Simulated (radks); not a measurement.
The numbers below are computed, except where a source is named.
Task: The cerium ion Ce47+, 11 electrons, occupied as [Ne] 3s0.5 4s0.5 (fractional occupations, a model configuration). Code: a radial shooting solver on a logarithmic mesh with Libxc functionals. Model: scalar-relativistic Kohn-Sham, PBE, spin-polarised, spherical densities, point nucleus; open shells are filled with parallel spins first (spin-orbit coupling, left out, can overturn this in heavy ions). Some entries of the table are withheld. Estimate them.

orbital  occ.  eigenvalue (eV)  <r> (bohr)  <1/r> (bohr^-1)
1s up       1        -43620.93     0.02455            63.39
1s down     1        -43618.84     0.02455            63.39
2s up       1        -9588.416      0.1033            14.88
2s down     1        -9585.591      0.1033            14.88
2p up       3              (1)     0.09040            14.06
2p down     3              (2)     0.09038            14.06
3s up     0.5        -3945.193         (3)            6.136
3s down     0        -3931.741         (4)            6.153
3p up       0        -3752.459      0.2388            5.875
3p down     0        -3739.649      0.2382            5.892
3d up       0        -3558.602      0.2092              (5)
3d down     0        -3548.760      0.2086              (6)
4s up     0.5        -2137.687      0.4537            3.323

Result: 
(1) 2p up eigenvalue (eV): -8952.899
(2) 2p down eigenvalue (eV): -8950.444
(3) 3s up <r> (bohr): 0.2468
(4) 3s down <r> (bohr): 0.2463
(5) 3d up <1/r> (bohr^-1): 5.617
(6) 3d down <1/r> (bohr^-1): 5.632
